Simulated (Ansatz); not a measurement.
Two isomers of C2H8S2Si: A = `C[SiH2]CSS`, B = `CS[SiH](C)S`.

Program: Ansatz. Geometries: PBE0-D4/def2-TZVP. ΔE: electronic, gas phase. CCSD(T)/CBS adds triple-zeta CCSD(T) − MP2 to the extrapolated MP2 energy (def2 sets, frozen cores). Functionals use def2-TZVPP. B3LYP here is the variant with VWN-RPA as its local correlation; programs differ in this. Each species was taken in one conformer, which may not be the lowest.

(1) Which is lower in electronic energy at CCSD(T)/CBS, and by how much? (An estimate is asked.)

(2) Give E(B) − E(A) in kJ/mol with ωB97M-V, B3LYP-D4, PBE-D4, CCSD/def2-TZVPP, B2PLYP, MP2/def2-TZVPP, CCSD(T)/def2-TZVPP. (Best estimate.)

Largest T1 diagnostic: 0.011.

Answers

(1) Computed: B, by 160.7 kJ/mol.

(2) The calculation gave: ωB97M-V -158.4, B3LYP-D4 -154.4, PBE-D4 -153.4, CCSD/def2-TZVPP -161.6, B2PLYP -158.4, MP2/def2-TZVPP -167.9, CCSD(T)/def2-TZVPP -161.0. None reverses the order clearly.

From PBE to PBE0 (25 % exact exchange), in def2-TZVPP and without D4, E(B) − E(A) moves by −6.7 kJ/mol.
